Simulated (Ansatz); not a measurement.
`[CH3][K]` + `CB[SiH2]S` → `CB[SiH2]SC` + `[KH]`  (substitution at a C–K bond)

Calculated with Ansatz (gas phase, PBE0-D4/def2-TZVP geometries, no zero-point term in ΔE). CCSD(T)/CBS adds triple-zeta CCSD(T) − MP2 to the extrapolated MP2 energy (def2 sets, frozen cores). DFT in def2-TZVPP. HSE06 is defined as in plane-wave codes. For K outer-core shells are correlated without core-valence functions, which leaves a few kJ/mol of doubt a bond. Scalar relativity is left out up to krypton. One conformer a species, not always the lowest.

`[CH3][K]`:

Z-matrix (Å, degrees):
```
C
K 1 2.676
H 1 1.098 2 111.7
H 1 1.098 2 111.7 3 -120.0
H 1 1.098 2 111.7 3 120.0
```

`CB[SiH2]S`:

Cartesian coordinates in Å:
```
C 1.650 0.398 0.615
B 0.413 -0.505 0.839
Si -1.238 -0.475 -0.317
S -0.944 0.953 -1.895
H 2.590 -0.016 0.988
H 1.437 1.272 1.257
H 1.782 0.792 -0.395
H 0.384 -1.234 1.792
H -2.445 -0.117 0.483
H -1.491 -1.831 -0.887
H -2.138 0.763 -2.480
```

`CB[SiH2]SC`:

Cartesian coordinates in Å:
```
C -1.569 -0.407 2.081
B -1.539 -1.002 0.652
Si -0.194 -0.487 -0.760
S 1.195 0.915 0.050
C 2.267 1.187 -1.388
H -2.270 0.442 1.980
H -0.632 0.017 2.443
H -2.012 -1.060 2.837
H -2.398 -1.773 0.321
H 0.536 -1.695 -1.254
H -0.867 0.101 -1.958
H 1.702 1.605 -2.222
H 2.747 0.258 -1.696
H 3.034 1.900 -1.087
```

`[KH]`:

Cartesian coordinates in Å:
```
K 1.000 0.071 0.525
H -1.000 -0.071 -0.525
```

| level | ΔE (kJ/mol) | difference from CCSD(T)/CBS |
| --- | --- | --- |
| revPBE-D4 | 7.2 | -11.2 |
| r2SCAN-D4 | 11.7 | -6.7 |
| HSE06-D4 | 8.8 | -9.6 |
| ωB97X-V | 6.0 | -12.4 |
| r2SCAN | 13.2 | -5.2 |
| PBE0 | 12.7 | -5.7 |
| CAM-B3LYP | 14.4 | -4.0 |
| HF/def2-SVP | 1.8 | -16.6 |
| MP2/def2-SVP | 12.9 | -5.5 |
| MP2/def2-TZVPP | 23.4 | 5.0 |
| CCSD(T)/CBS | 18.4 | 0 |

Largest T1 diagnostic among the species: 0.017.

At CCSD(T), def2-SVP lies −7.1 kJ/mol from the extrapolated value and def2-TZVPP −0.1 kJ/mol. The D4 term adds −8.6 kJ/mol with B3LYP and −4.6 kJ/mol with PBE0; it sums over pairs of atoms, weighted by their polarisabilities, and B3LYP, whose exchange is more repulsive, gets the larger term. Leaving LDA and LC-ωPBE aside and taking each functional with its dispersion term where it has one, the values, not all of them listed here, spread over 26.0 kJ/mol, from B97M-V to B2PLYP. LDA lies −8.5 kJ/mol from PBE without D4.

B3LYP here is the variant with VWN-RPA as its local correlation; programs differ in this.
